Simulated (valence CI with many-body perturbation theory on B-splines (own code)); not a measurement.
The numbers below are computed, except where a source is named.
## A CI+MBPT run for Dy XXV

Level of theory: relativistic CI+MBPT: six valence electrons over a frozen Dirac-Fock core [Kr], a basis of 7 s, 7 p, 8 d, 6 f, 4 g, 1 h functions for each j, with the one-electron correlation potential Σ1 (screened to all orders), the two-electron term Σ2, the three-electron term Σ3, Breit, model QED; selected single and double excitations, second order for the rest, scaled by the run's own slope (own B-spline code, finite nucleus).

Command, and the settings that its task file holds:

```sh
python run_cv.py task.json out
```

```
atom Dy  Z=66  mass_number=164  rms_radius_fm=5.2218
core [Kr]
valence 4d6
avg = 1
basis = M
breit = 1
cap = 60000
capref = 1200
cscale = 1
de = 0.0
dress = 0
eps = 2e-08
extrap = 1
h = 0.27
hh = 1
l2 = 3
lcore = 6
maxit = 60
n2 = 5
natural = 1
nlev = 35
nno = [4, 4, 5, 4, 3, 1]
nroot = 26
nsp = [3, 3, 3, 2, 1, 0]
pt2 = 1
qed = 1
rpa = 1
s1 = 1
s2 = 1
s3 = 1
screen = 1
tol = 2e-05
whole = 1
```

(1) Roughly how long does this run take on one core of Intel(R) Xeon(R) Processor @ 2.30GHz, and how much memory?

Log. The first blocks belong to the next ion, which gives the ionisation energy. Fields: 2J, parity (1 odd), roots, reference size, generating configurations, candidates as configurations/state functions, variational space P, stored matrix elements, Davidson steps; e2 is the range of second-order energies in hartree. The first line gives the box (bohr), its intervals, the orbitals and the steps of their self-consistent field. Window is the range of levels sought, series limit the energy at which the first omitted orbital would enter, core excitation an estimate of the first excitation out of the core, left out the lowest levels not solved, and shifts from estimates the range by which levels moved from their first estimate, all in cm⁻¹.

```
rmax 6.0 intervals 59 orbitals 59 references ['4d6', '4d5 4f', '4d5 5s', '4d5 5p', '4d4 4f2'] scf 6 t 1.5
2J=5 par=0 roots 2 ref 10 generators 5 cand 3466/45082 P 604/5997 nnz 8.1e+06 it 6
2J=5 par=0 roots 2 ref 10 generators 14 cand 15645/503128 P 2182/29989 nnz 1.5e+08 it 9
   second order: generators 25 cand 18499/610701 e2 -0.00031 -0.00022
reference levels 524, estimated 34, window 337729 1/cm; series limit 4535861, core excitation 998136
2J=8 par=0 roots 7 ref 19 generators 14 cand 17649/1566911 P 548/11929 nnz 2.9e+07 it 8
2J=8 par=0 roots 7 ref 19 generators 16 cand 17265/1557497 P 1604/32978 nnz 2e+08 it 8
   second order: generators 34 cand 43949/4186939 e2 -0.00322 -0.00259
2J=4 par=0 roots 8 ref 25 generators 13 cand 17741/1207973 P 629/11953 nnz 2.8e+07 it 8
2J=4 par=0 roots 8 ref 25 generators 16 cand 17290/1198545 P 1858/33965 nnz 2e+08 it 8
   second order: generators 34 cand 40379/3071868 e2 -0.00249 -0.00189
2J=0 par=0 roots 5 ref 9 generators 13 cand 16810/276410 P 2479/12000 nnz 2.1e+07 it 8
2J=0 par=0 roots 5 ref 9 generators 16 cand 14891/266919 P 4192/32051 nnz 7.6e+07 it 7
   second order: generators 33 cand 34747/596942 e2 -0.00029 -0.00021
2J=6 par=0 roots 6 ref 23 generators 10 cand 15577/1429700 P 473/11984 nnz 3.1e+07 it 10
2J=6 par=0 roots 6 ref 23 generators 12 cand 16079/1449947 P 1293/32140 nnz 2e+08 it 8
   second order: generators 33 cand 47920/4498421 e2 -0.00289 -0.00211
2J=2 par=0 roots 4 ref 15 generators 10 cand 15486/769858 P 813/11991 nnz 2.9e+07 it 7
2J=2 par=0 roots 4 ref 15 generators 12 cand 15702/777602 P 2271/33290 nnz 1.8e+08 it 8
   second order: generators 27 cand 42088/2287963 e2 -0.00090 -0.00066
2J=10 par=0 roots 2 ref 10 generators 7 cand 15528/1474851 P 478/11993 nnz 3.4e+07 it 5
2J=10 par=0 roots 2 ref 10 generators 9 cand 16024/1492057 P 1266/30447 nnz 1.9e+08 it 5
   second order: generators 22 cand 39768/3530787 e2 -0.00203 -0.00203
2J=12 par=0 roots 2 ref 6 generators 7 cand 15397/1310684 P 630/11955 nnz 3.3e+07 it 5
2J=12 par=0 roots 2 ref 6 generators 9 cand 15768/1322890 P 1606/30816 nnz 1.9e+08 it 6
   second order: generators 21 cand 38366/3083571 e2 -0.00137 -0.00128
left out: unestimated 1183824, estimated none, shifts from estimates -700 to 735
operators 3.5
```

The Davidson iterations converged.

No measured spectrum was set against this ion. As an estimate, terms of the open shell hold to 2 to 4 % of their energy, and close levels can change places. Core correlation moves these levels by up to 8400 cm⁻¹, and in measured spectra 5 to 20 % of such shifts remained as error; rates that hang on mixing are uncertain with them. Among the levels kept, up to 810 cm⁻¹ of a level comes from second order outside the variational space, and about a tenth of that is noise between levels of different J, which matters for small intervals. Only levels of the ground parity were solved; by the run's estimate the other parity begins above the list, which can be wrong where configurations are misplaced.

* Valence energy: -208.5275 hartree
* Ionisation energy: 829.27 eV (NIST: 827 ± 4 eV (theoretical))
* Reference configurations for the orbitals: 4d6, 4d5 4f, 4d5 5s, 4d5 5p, 4d4 4f2
* Radial orbitals: 59
* Box radius: 5.973 bohr
* Largest variational space: 33965
* Lowest levels: (4d3/2^4 4d5/2^2) J=4 0.0, (4d3/2^4 4d5/2^2) J=2 17290, (4d3/2^4 4d5/2^2) J=0 47569, (4d3/2^3 4d5/2^3) J=3 [a] 51813, (4d3/2^3 4d5/2^3) J=1 [a] 62770, (4d3/2^3 4d5/2^3) J=4 [a] 64233, (4d3/2^3 4d5/2^3) J=5 82173, (4d3/2^3 4d5/2^3) J=6 83556, (4d3/2^3 4d5/2^3) J=2 94926, (4d3/2^3 4d5/2^3) J=3 [b] 97627, (4d3/2^2 4d5/2^4) J=2 [a] 115610, (4d3/2^3 4d5/2^3) J=1 [b] 123380, (4d3/2^3 4d5/2^3) J=0 123740, (4d3/2^3 4d5/2^3) J=4 [b] 125250 cm⁻¹

Levels are named by their leading jj configuration (3d3/2^4 stands for four electrons in 3d with j = 3/2), which in mixed levels can hold well under half, so a name can repeat and another be missing. Letters in brackets count levels of one name in rising energy.

Results:

(1) 35 min on 1 thread of Intel(R) Xeon(R) Processor @ 2.30GHz, on a shared host, peak memory 1.9 GiB.
